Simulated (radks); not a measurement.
Excited configurations of Al IV: one electron is placed in a higher orbital outside [He] 2s2 2p5. The ground configuration is [Ne]. All-electron calculation, non-relativistic Kohn-Sham, SCAN, spin-unpolarised, spherical densities, point nucleus; meta-GGA in the generalised Kohn-Sham scheme. Program: a radial shooting solver on a logarithmic mesh with Libxc functionals. Excitation = E - E(ground); binding = E(ion) - E, where the ion is the core of charge +4; n* = 4/sqrt(2 binding) in atomic units, and the quantum defect is n - n*.

outer orbital  excitation (eV)  binding (eV)     n*  eigenvalue (eV)  <r> (bohr)
3p                      88.446        34.314  2.519          -30.027       2.146
5p                      112.07        10.693  4.512           -9.596       7.411
5f                      114.16         8.595  5.033           -7.506       7.973
7d                      118.16         4.603  6.877           -4.124       17.09

The Delta-SCF ionisation energy is 122.76 eV (NIST Atomic Spectra Database: 119.99 eV, measured). Self-interaction in the functional shifts the binding energies and quantum defects, so they are the method's values and not measured ones. Spin polarisation and multiplet splitting are left out, so open shells lie too high by an amount that depends on their filling.

Beside tabulated values, note that spin-unpolarised runs miss the spin-polarisation part of the exchange energy of open shells.
